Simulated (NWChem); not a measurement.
# C2H4BFO2; SMILES OB(C(=C)F)O

```xyz
10

C     -1.2749    -1.4908     0.0000
C     -0.1447    -0.7870     0.0000
F      1.0473    -1.4358     0.0000
B      0.0193     0.7789     0.0000
O     -1.0858     1.5610     0.0000
O      1.2625     1.3260     0.0000
H     -1.2727    -2.5838     0.0000
H     -2.2265    -0.9574     0.0000
H     -0.8611     2.4980     0.0000
H      1.9425     0.6419     0.0000
```
Atoms are numbered in this order, from 1.

Computed with NWChem. Pople sets run with spherical d functions. Medium grid unless said otherwise, to which SCAN and Minnesota functionals are sensitive. Geometry: optimised at PBE0/def2-SVP.

For level MN15/6-31G*:

```
Property                     Result
---------------------------  ------
highest occupied level (eV)   -8.02
orbital gap (eV)               8.36
```

Question: What are these values for level B3LYP/6-31G*?

Answer: 
| Item | Result |
|---|---|
| highest occupied level (eV) | -7.03 |
| orbital gap (eV) | 6.57 |
